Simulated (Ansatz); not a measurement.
Geometry optimisation, RKS PBE-D4/6-31G* (Ansatz 0.2.0).

input.yaml

```yaml
crystal:
  periodic: [false, false, false]
  atoms:
    - { symbol: Al, position_ang: [-0.8308, -0.0531, -0.9246] }
    - { symbol: C, position_ang: [0.9057, 0.2138, 0.5357] }
    - { symbol: F, position_ang: [-0.6279, -1.2198, -2.0512] }
    - { symbol: F, position_ang: [-1.7166, 1.2832, -1.2486] }
    - { symbol: H, position_ang: [-0.3648, -0.3716, 0.6724] }
    - { symbol: H, position_ang: [-1.2268, -0.8091, 0.8847] }
    - { symbol: H, position_ang: [0.7814, 0.8753, 1.3957] }
    - { symbol: H, position_ang: [1.6205, 0.7577, -0.1079] }
    - { symbol: H, position_ang: [1.4593, -0.6764, 0.8437] }
basis:
  gaussian: { orbitals: "6-31G*" }
hamiltonian:
  xc: pbe
  dispersion: d4
relax:
  f_tol: 0.15
  max_steps: 25
  restrain:
    - { distance: [0, 5], at: 1.52, k: 30.0 }
    - { distance: [4, 1], at: 1.07, k: 30.0 }
    - { distance: [0, 1], at: 3.27, k: 30.0 }
    - { distance: [4, 5], at: 1.92, k: 30.0 }
output:
  orbitals: {}
```

Launched with:

```bash
$ ansatz run input.yaml --threads 2 --pin off --max-ram 3072MiB --backend cpu --events-out ev --progress --plain --runs-dir out
```

Where does it end, and by what steps?

It converged. The restraints hold the end off the free minimum. After 9 steps the energy has fallen by 1.985 eV (the restraints' own energy left out); Al1 moved furthest, 0.66 Å. Parted: Al1–H5 (1.69 → 2.49 Å). Joined: Al1–H6 (2.00 → 1.54 Å), C2–H5 (1.41 → 1.09 Å).

```json
{"step": "0", "energy less start (eV)": "0.0000", "largest force component (eV/Å)": "2.192", "accepted": "yes"}
{"step": "1", "energy less start (eV)": "-0.1973", "largest force component (eV/Å)": "2.835", "accepted": "yes"}
{"step": "2", "energy less start (eV)": "-0.8873", "largest force component (eV/Å)": "2.362", "accepted": "yes"}
{"step": "3", "energy less start (eV)": "-1.2684", "largest force component (eV/Å)": "2.310", "accepted": "yes"}
{"step": "4", "energy less start (eV)": "-1.7276", "largest force component (eV/Å)": "1.232", "accepted": "yes"}
{"step": "5", "energy less start (eV)": "-1.9017", "largest force component (eV/Å)": "1.628", "accepted": "yes"}
{"step": "6", "energy less start (eV)": "-1.9701", "largest force component (eV/Å)": "0.477", "accepted": "yes"}
{"step": "7", "energy less start (eV)": "-1.9847", "largest force component (eV/Å)": "0.506", "accepted": "no"}
{"step": "8", "energy less start (eV)": "-1.9798", "largest force component (eV/Å)": "0.454", "accepted": "yes"}
{"step": "9", "energy less start (eV)": "-1.9853", "largest force component (eV/Å)": "0.463", "accepted": "yes"}
```

```xyz
9
Properties=species:S:1:pos:R:3
Al -1.444 -0.278 -1.049
C 1.151 0.209 0.872
F -0.809 -1.232 -2.253
F -1.894 1.272 -1.446
H 0.146 -0.214 0.867
H -1.627 -0.817 0.380
H 1.206 0.987 1.648
H 1.396 0.662 -0.104
H 1.874 -0.591 1.086
```

The run took 8.6 s on 2 threads of Intel(R) Xeon(R) Platinum 8488C (Sapphire Rapids), on a shared host, peak memory 0.17 GiB.
